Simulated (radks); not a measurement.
All-electron atom: Sc3+ in [Ar]. Method: Dirac Kohn-Sham, LDA (Slater exchange, Perdew-Wang correlation), spin-unpolarised, spherical densities, finite nucleus; Fermi nuclear charge, rms radius 3.5459 fm; computed with a radial shooting solver on a logarithmic mesh with Libxc functionals.

Unscreened Slater integrals over Kohn-Sham orbitals (cm^-1). Large and small components are both included.

\begin{tabular}{lr}
integral & value \\ \hline
F0(3p3/2,3p3/2) & 175040 \\
F2(3p3/2,3p3/2) & 88092 \\
F0(3p3/2,3p1/2) & 175590 \\
G2(3p3/2,3p1/2) & 88323 \\
F0(3p3/2,3s1/2) & 180660 \\
G1(3p3/2,3s1/2) & 120140 \\
F0(3p3/2,2p3/2) & 237820 \\
F2(3p3/2,2p3/2) & 46039 \\
G0(3p3/2,2p3/2) & 18314 \\
G2(3p3/2,2p3/2) & 18883 \\
F0(3p1/2,3p1/2) & 176140 \\
F0(3p1/2,3s1/2) & 181260 \\
G1(3p1/2,3s1/2) & 120550 \\
F0(3p1/2,2p3/2) & 239190 \\
G2(3p1/2,2p3/2) & 18922 \\
F0(3s1/2,3s1/2) & 186920 \\
F0(3s1/2,2p3/2) & 248500 \\
G1(3s1/2,2p3/2) & 20322 \\
F0(2p3/2,2p3/2) & 649790 \\
F2(2p3/2,2p3/2) & 304060 \\
\end{tabular}
